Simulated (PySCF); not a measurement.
These are B3LYP-D3(BJ)/def2-TZVP // M06-2X/def2-TZVP (PySCF 2.14.0) values and carry that method's errors. Gas-phase values, no solvent. One relaxed conformer stands for a flexible species; it need not be the lowest. B3LYP has the VWN-RPA correlation part, as in Gaussian. Delta-SCF ions had no search for a lower state. 

Reference species (SMILES): `BS` (neutral, multiplicity 1).

```json
{
  "vertical ionisation energy (Delta-SCF)": "10.99 eV",
  "LUMO": "-1.51 eV"
}
```

Changed species: `BS(C)=O` (X = methylsulfinyl; the reference has X = mercapto).

Task: Give the shifts of the vertical ionisation energy (Delta-SCF) and LUMO.

Result: the vertical ionisation energy (Delta-SCF) drops by 2.05 eV, to 8.94 eV; the LUMO goes up by 0.35 eV, to -1.16 eV.
